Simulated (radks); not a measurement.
The iodine anion I-, [Xe], held by a Watson sphere: a shell of charge +1 at radius R that stands for the Madelung well of a crystal (potential energy -1/R inside, -1/r outside, in hartree with lengths in bohr). Calculated with a radial shooting solver on a logarithmic mesh with Libxc functionals: scalar-relativistic Kohn-Sham, r2SCAN, spin-polarised, spherical densities, finite nucleus; meta-GGA in the generalised Kohn-Sham scheme; Fermi nuclear charge, rms radius of each element as measured or else 0.836 A^(1/3) + 0.57 fm.

R (bohr) = 2.91: e(4d) (eV) -50.343; e(5s) (eV) -17.793; e(5p) (eV) -7.554; <r> 5p (bohr) 2.516; sum of <r^2> (bohr^2) 70.50; X-ray form factor at sin(theta)/lambda = 0.3 1/angstrom 36.607
R (bohr) = 3.15: e(4d) (eV) -50.135; e(5s) (eV) -17.483; e(5p) (eV) -7.301; <r> 5p (bohr) 2.541; sum of <r^2> (bohr^2) 71.51; X-ray form factor at sin(theta)/lambda = 0.3 1/angstrom 36.617
R (bohr) = 4: e(4d) (eV) -49.399; e(5s) (eV) -16.505; e(5p) (eV) -6.401; <r> 5p (bohr) 2.606; sum of <r^2> (bohr^2) 74.30; X-ray form factor at sin(theta)/lambda = 0.3 1/angstrom 36.639
R (bohr) = 4.45: e(4d) (eV) -49.015; e(5s) (eV) -16.056; e(5p) (eV) -5.959; <r> 5p (bohr) 2.628; sum of <r^2> (bohr^2) 75.32; X-ray form factor at sin(theta)/lambda = 0.3 1/angstrom 36.644
R (bohr) = 5.34: e(4d) (eV) -48.314; e(5s) (eV) -15.294; e(5p) (eV) -5.194; <r> 5p (bohr) 2.655; sum of <r^2> (bohr^2) 76.67; X-ray form factor at sin(theta)/lambda = 0.3 1/angstrom 36.648
